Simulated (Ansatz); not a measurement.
Task: Name a neutral molecule of Al, F, S, Si and H with LUMO energy (PBE/def2-TZVPP) between -2.65 and -2.35 eV and size of the dipole moment (PBE/def2-TZVPP) between 0.90 and 1.20 D (Ansatz, PBE0-D4/def2-TZVP geometry).

Result: `F[SiH2][S][AlH2]` (-2.44 eV, 1.12 D). Other molecules can fit too; these were computed, each in one conformer that needn't be the lowest.
